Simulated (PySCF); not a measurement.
Isomers of CHBN2. Isolated molecules, 0 K electronic values unless said otherwise. Strings in code marks are SMILES.

Quantity: vertical ionisation energy (energy after one electron is removed minus that of the parent at the parent's geometry), in eV.

Case: `B=NC#N`. Geometry of `B=NC#N` (neutral, multiplicity 1, Å):

```xyz
5

B      1.2510     0.1159    -0.2555
N      0.0203     0.0019    -0.3467
C     -1.2684    -0.1175    -0.4421
N     -2.4108    -0.2234    -0.5268
H      2.4079     0.2231    -0.1699
```

Predict the vertical ionisation energy (energy after one electron is removed minus that of the parent at the parent's geometry) from PBE-D3(BJ)/def2-TZVP // CAM-B3LYP-D3(BJ)/def2-TZVP (PySCF).

11.13 eV.
